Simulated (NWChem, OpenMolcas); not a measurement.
**How basis sets differ on AlCNClOF (SMILES O=C=[N][Al]([F])[Cl])**

The species is AlCNClOF (6 atoms), meant as a singlet with charge 0. SMILES: `O=C=[N][Al]([F])[Cl]`. Geometry: relaxed at PBE0-D4/def2-TZVP. This is one conformer, not always the lowest.

```xyz
6

O    -1.7260   -0.3013    2.3539
C    -1.0345   -0.2447    1.4216
N    -0.3214   -0.1963    0.4618
Al    0.6948    0.0331   -0.9334
F     1.3792   -1.2682   -1.6424
Cl    1.0500    1.9134   -1.7078
```

Quantity: the dipole moment, in D. The values are calculated.

```tsv
level	kind	program	value (D)	CPU time
HF/ANO-R0 (sfX2C)	Hartree–Fock	OpenMolcas	0.76	5.6 s
HF/ANO-S-MB	Hartree–Fock	OpenMolcas	1.23	1.7 s
HF/STO-3G	Hartree–Fock	NWChem	1.64	4.5 s
HF/3-21G	Hartree–Fock	NWChem	0.43	5 s
HF/cc-pVDZ	Hartree–Fock	OpenMolcas	0.59	14 s
```

The values span 0.43 to 1.64 D. Magnitudes only. Sets without polarisation functions give poor dipoles. Times are those of the runs behind each value, whatever else they computed, on shared processors of several kinds: orders of magnitude only.
